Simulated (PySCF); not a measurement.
Molfile (atoms numbered from 1):
```
C3H11NOSi3
     RDKit          3D

 19 19  0  0  0  0  0  0  0  0999 V2000
    2.1504    1.0593   -0.3083 C   0  0  0  0  0  0  0  0  0  0  0  0
    2.3669   -0.8133   -0.5082 Si  0  0  0  0  0  4  0  0  0  0  0  0
    0.9340   -1.5782   -0.4239 O   0  0  0  0  0  0  0  0  0  0  0  0
   -0.6690   -1.4673   -0.1781 Si  0  0  1  0  0  4  0  0  0  0  0  0
   -1.1243   -0.6099    1.4338 C   0  0  0  0  0  0  0  0  0  0  0  0
   -1.8004    0.5305    1.3112 C   0  0  0  0  0  0  0  0  0  0  0  0
   -2.1764    1.0650   -0.4536 Si  0  0  0  0  0  4  0  0  0  0  0  0
   -1.4247   -0.2980   -1.2091 N   0  0  0  0  0  0  0  0  0  0  0  0
    1.5037    1.4611   -1.0846 H   0  0  0  0  0  0  0  0  0  0  0  0
    3.0988    1.5859   -0.3598 H   0  0  0  0  0  0  0  0  0  0  0  0
    1.6883    1.2969    0.6470 H   0  0  0  0  0  0  0  0  0  0  0  0
    3.1676   -1.3837    0.5788 H   0  0  0  0  0  0  0  0  0  0  0  0
    2.8945   -1.1619   -1.8304 H   0  0  0  0  0  0  0  0  0  0  0  0
   -1.1331   -2.8317   -0.3986 H   0  0  0  0  0  0  0  0  0  0  0  0
   -0.8543   -1.0059    2.4052 H   0  0  0  0  0  0  0  0  0  0  0  0
   -2.1019    1.1076    2.1769 H   0  0  0  0  0  0  0  0  0  0  0  0
   -3.6125    1.1100   -0.7558 H   0  0  0  0  0  0  0  0  0  0  0  0
   -1.5277    2.3307   -0.8262 H   0  0  0  0  0  0  0  0  0  0  0  0
   -1.3897   -0.3878   -2.2084 H   0  0  0  0  0  0  0  0  0  0  0  0
  1  2  1  0
  2  3  1  0
  3  4  1  0
  4  5  1  0
  5  6  2  0
  6  7  1  0
  7  8  1  0
  8  4  1  0
  1  9  1  0
  1 10  1  0
  1 11  1  0
  2 12  1  0
  2 13  1  0
  4 14  1  1
  5 15  1  0
  6 16  1  0
  7 17  1  0
  7 18  1  0
  8 19  1  0
M  END
```

Isolated molecule, relativity neglected, equivalent nuclei averaged, single conformer. GIAO PBE0/pcSseg-1 shieldings; geometry: GFN2-xTB; PySCF 2.14.0 with density-fitted response routines.

Problem. List the cross peaks expected in HSQC, COSY and HMBC spectra.

Solution. 

HSQC (one-bond C–H):
```tsv
δH	δC
7.44 (H16)	156.0 (C6)
7.42 (H15)	159.1 (C5)
0.24 (H9/H10/H11)	-0.4 (C1)
```

COSY cross peaks (H two or three bonds apart, from the bond graph; peaks can be absent where the dihedral angle is near 90°):
```tsv
δH	δH
7.44 (H16)	7.42 (H15)
7.44 (H16)	5.27 (H18)
7.44 (H16)	5.14 (H17)
7.42 (H15)	5.32 (H14)
5.27 (H18)	5.14 (H17)
5.24 (H13)	5.22 (H12)
5.24 (H13)	0.24 (H9/H10/H11)
5.22 (H12)	0.24 (H9/H10/H11)
```

HMBC (two and three bonds, from the bond graph):
```tsv
δH	δC
7.44 (H16)	159.1 (C5)
7.42 (H15)	156.0 (C6)
5.32 (H14)	159.1 (C5), 156.0 (C6)
5.27 (H18)	159.1 (C5), 156.0 (C6)
5.24 (H13)	-0.4 (C1)
5.22 (H12)	-0.4 (C1)
5.14 (H17)	159.1 (C5), 156.0 (C6)
```

Referencing at the same level of theory: ¹H (31.72 ppm) and ¹³C (186.93 ppm) vs TMS.

OH/NH shifts are gas-phase values; hydrogen bonding in solution moves them, usually downfield. Shifts are as computed. Against solution values, carbons near 30 ppm lie about +3 ppm off and those near 130 ppm about +5 ppm. Of 1211 compounds with measured shifts, 218 miss one by over three times the rms of a fit or turn the order of signals round; such compounds aren't used in these exercises.
